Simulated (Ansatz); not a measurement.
**Which is lower?**

The two ends of one reaction step of Si₂H₅ClO, singlet (PBE0-D4/def2-TZVP).

A:

Si1  (-0.160, -1.955, 0.797)
Cl2  (1.369, -0.878, 1.855)
H3  (0.211, -0.995, -1.497)
O4  (-0.173, -0.609, -0.704)
Si5  (-0.001, 1.079, -0.484)
H6  (-1.302, -1.150, 1.402)
H7  (1.427, 1.439, -0.381)
H8  (-0.786, 1.388, 0.720)
H9  (-0.584, 1.681, -1.708)
(Å)

B:

Si1  (-0.104, -1.503, 0.402)
Cl2  (1.140, -1.130, 1.993)
H3  (0.578, -2.475, -0.478)
O4  (-0.392, -0.133, -0.411)
Si5  (-0.036, 1.464, -0.569)
H6  (-1.373, -2.035, 0.940)
H7  (1.416, 1.639, -0.825)
H8  (-0.414, 2.193, 0.667)
H9  (-0.816, 1.979, -1.718)
(Å)

Computed with Ansatz 0.2.0 (basis: def2-TZVPP); correlated methods freeze the cores. B3LYP uses VWN-RPA correlation.

**Question.** Which structure is lower at CCSD(T), and by how much? (To be estimated.)

**Answer.** Computed: B, by 60.71 kcal/mol (electronic energy, against the other). By their contacts, A is Si₂H₅ClO ([SiH3][OH][SiH][Cl]) and B is Si₂H₅ClO ([SiH3][O][SiH2][Cl]).

All methods give the same order:

| method | E(B) − E(A) (kcal/mol) |
| --- | --- |
| SPW92 | -54.01 |
| PBE-D4 | -54.50 |
| BLYP-D4 | -55.35 |
| r2SCAN-D4 | -62.18 |
| B97M-V | -60.32 |
| PBE0-D4 | -58.55 |
| B3LYP-D4 | -58.84 |
| r2SCAN0-D4 | -63.33 |
| BHLYP-D4 | -63.18 |
| CAM-B3LYP-D4 | -61.38 |
| wB97X-V | -61.79 |
| wB97M-V | -57.58 |
| B2PLYP | -61.76 |
| PBE-QIDH | -63.06 |
| RPA on PBE | -58.91 |
| HF | -69.29 |
| MP2 | -63.66 |
| CCSD | -61.84 |
| CCSD(T) | -60.71 |

The T1 diagnostic stays at or below 0.012.

Labels in which every atom is bracketed show which atoms are joined, not bond orders.

For scale, one of the runs: CCSD(T)/def2-TZVPP, 227 basis functions, launched by `ansatz run in.yaml --threads 4 --pin off --events-out ev --progress --plain --max-ram 9574MiB`. Time: 21 s of wall clock on 4 CPU threads of an AMD EPYC 9R45; the host was shared. Peak host memory: 3.5 GiB.
